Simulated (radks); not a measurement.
Values are calculated unless marked as measured or tabulated.
Spin polarisation of the 5d9 shell in Pt. Start: [Xe] 4f14 5d(up 4.5, down 4.5) 6s(up 0.5, down 0.5); electrons of 5d are moved from spin down to spin up, other shells keep equal spins. Level of theory: non-relativistic Kohn-Sham, r2SCAN, spin-polarised, spherical densities, point nucleus; meta-GGA in the generalised Kohn-Sham scheme (a radial shooting solver on a logarithmic mesh with Libxc functionals).

| moment (Bohr magnetons) | E - E(0) (eV) | e(5d up) (eV) | e(5d down) (eV) | 6s down minus up (eV) | 5p down minus up (eV) | 5s down minus up (eV) |
|---|---|---|---|---|---|---|
| 0 | 0.000 | -7.439 | -7.439 | 0.000 | 0.000 | 0.000 |
| 0.25 | -0.012 | -7.534 | -7.342 | 0.052 | 0.190 | 0.176 |
| 0.5 | -0.048 | -7.627 | -7.244 | 0.105 | 0.380 | 0.352 |
| 0.75 | -0.108 | -7.719 | -7.144 | 0.158 | 0.571 | 0.528 |
| 1 | -0.192 | -7.809 | -7.042 | 0.211 | 0.761 | 0.704 |

At moment 1 the spin-polarisation energy is -0.192 eV and the 5d exchange splitting 0.767 eV, that is 0.767 eV per Bohr magneton; E = -I m^2/4 would give I = 0.767 eV.
